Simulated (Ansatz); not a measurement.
Computed with Ansatz on PBE0-D4/def2-TZVP structures; ΔE is electronic, products minus reactants. CBS: MP2 limit from def2 TZ/QZ plus the TZ coupled-cluster correction, frozen cores. Elements past krypton have def2 core potentials. For In, Y outer-core shells are correlated without core-valence functions, which leaves a few kJ/mol of doubt a bond. Each species was taken in one conformer, which may not be the lowest.

Reaction (redistribution): `[NH2][In]([F])[SH]` + `C[N](C)[Y]([NH2])[F]` → `C[N](C)[In]([F])[SH]` + `[NH2][Y]([NH2])[F]`

`[NH2][In]([F])[SH]`:

Cartesian coordinates in Å:
```
N -0.094 1.390 -1.041
In -0.063 -0.153 0.238
F -1.663 -0.266 1.355
S 1.586 -1.730 0.825
H 0.457 1.291 -1.881
H -1.023 1.705 -1.286
H 0.799 -2.238 1.790
```

`C[N](C)[Y]([NH2])[F]`:

Cartesian coordinates in Å:
```
C -0.513 -1.159 1.660
N -0.186 -0.261 0.583
C -0.344 1.115 0.980
Y 0.466 -0.760 -1.395
N 0.879 0.852 -2.754
F 0.688 -2.685 -1.949
H -0.391 -2.204 1.351
H -1.555 -1.040 2.000
H 0.127 -1.003 2.542
H -0.093 1.796 0.156
H 0.305 1.385 1.828
H -1.378 1.348 1.284
H 1.194 0.769 -3.713
H 0.800 1.845 -2.572
```

`C[N](C)[In]([F])[SH]`:

```xyz
13

C     1.238    0.109   -1.115
N     0.392    0.104    0.049
C     1.062    0.501    1.262
In   -1.534   -0.383    0.033
F    -2.334   -0.255    1.813
S    -2.989   -1.073   -1.686
H     1.652    1.110   -1.310
H     0.690   -0.199   -2.009
H     2.090   -0.578   -0.998
H     1.468    1.521    1.181
H     1.905   -0.168    1.492
H     0.378    0.481    2.112
H    -4.016   -1.171   -0.823
```

`[NH2][Y]([NH2])[F]`:

```xyz
8

N     0.882    1.371    0.931
Y    -0.501   -0.211    0.494
N    -0.381   -1.157   -1.428
F    -1.867   -0.794    1.851
H     0.952    1.908    1.787
H     1.602    1.731    0.315
H    -0.957   -1.914   -1.779
H     0.271   -0.935   -2.171
```

```csv
species,CCSD(T)/CBS(def2) energy (Eh)
`[NH2][In]([F])[SH]`,-743.96634
`C[N](C)[Y]([NH2])[F]`,-328.51170
`C[N](C)[In]([F])[SH]`,-822.46131
`[NH2][Y]([NH2])[F]`,-250.01747
```

Problem. Work out ΔE.

Solution. ΔE = (-822.46131) + (-250.01747) − (-743.96634) − (-328.51170) = -0.00074 Eh = -0.02 eV.

Largest T1 diagnostic among the species: 0.015.

In def2-TZVPP, CCSD(T) changes the Hartree–Fock value by +0.04 eV (the triples alone add +0.01 eV) and MP2 by +0.03 eV.
